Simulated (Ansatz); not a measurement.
Cartesian coordinates (Å):
```xyz
7

Mo    -0.0004    -0.0008    -0.0003
F     -1.5599     0.9005    -0.3741
F      0.5314     0.1866    -1.7514
F     -0.8223    -1.5925    -0.4173
F      1.5592    -0.9021     0.3734
F      0.8216     1.5908     0.4170
F     -0.5322    -0.1881     1.7509
```
Charge 0, multiplicity 1.

Computed with Ansatz (a program for electronic structure) with frozen-core CCSD(T)/def2-TZVPP // TPSS-D3(BJ)/def2-SVP.

```
Quantity                        Value
----------------------  -------------
HF energy               -664.53252 Ha
MP2 correlation energy    -2.12182 Ha
```

Problem. Estimate the CCSD correlation energy, the (T) correction, the total energy and the T1 diagnostic.

Solution. 
The CCSD correlation energy is -2.04872 Ha. The (T) correction is -0.09997 Ha, the CCSD(T) total energy is -666.68122 Ha and the T1 diagnostic is 0.026.
